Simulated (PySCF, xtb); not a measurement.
O3Zr, SMILES [O]=[Zr]1[O][O]1, multiplicity 1.

Harmonic wavenumbers (cm⁻¹) from xtb with GFN2-xTB at its own minimum, in rising order: 159, 187, 575, 583, 786, 927.

Q: What does B3LYP-D3(BJ)/def2-TZVP (PySCF) give at its own minimum? (Estimate from the structure and the level; the computed values follow.)

A: 191, 221, 596, 599, 864, 930. Paired by order, the mean absolute difference is 31 cm⁻¹ and the zero-point energies are 4.6 and 4.9 kcal/mol.
